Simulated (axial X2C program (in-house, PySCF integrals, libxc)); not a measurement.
Which molecule has these constants?

Calculated with an axial X2C code built on PySCF integrals, spin-free (one-electron X2C) or two-component (2c: spin–orbit coupling with atomic mean-field Coulomb and Gaunt terms, which also bring small scalar terms), in Dyall basis sets with cores contracted in-house; open shells are unrestricted.

A two-component PBE0 calculation in a Dyall 3-zeta basis gave Re = 1.226 Å, ωe = 1839.0 cm⁻¹, De = 5.19 eV, Ω = 2.

Question: Which molecule is it?
A. LiN⁺
B. BN⁺
C. BeN⁺
D. NO⁺
E. CN⁺

Answer: E. The others have BeN⁺ 1.573 Å and 985.3 cm⁻¹ (Ω = 1); NO⁺ 1.054 Å and 2524.1 cm⁻¹ (Ω = 0); LiN⁺ 2.221 Å and 270.7 cm⁻¹ (Ω = 3/2); BN⁺ 1.435 Å and 1167.9 cm⁻¹ (Ω = 3/2).

Each entry is the lowest single determinant of a limited PBE0 search at one distance. De goes to single-determinant-based atoms at the same level (for ions the charge split of lowest energy) and is withheld (n/a) where an atom does not fit its ground term or J level. Main or longest-lived isotopes. One determinant is a doubtful description, or other states lie close, for CN⁺, BeN⁺, LiN⁺, BN⁺; these need not be ground states, and all values refer to the states named. Some open-shell Ω = 0 determinants are out of reach, so the Ω given for CN⁺, BeN⁺ need not be the lowest component. With several unpaired electrons the Ω given is that of one determinant, not necessarily of the lowest component. Some light 2c atoms are not at their ground J level, so De misses part of their lowering (0.04 eV or less). The functionals have no current term, which raises determinants with orbital currents.
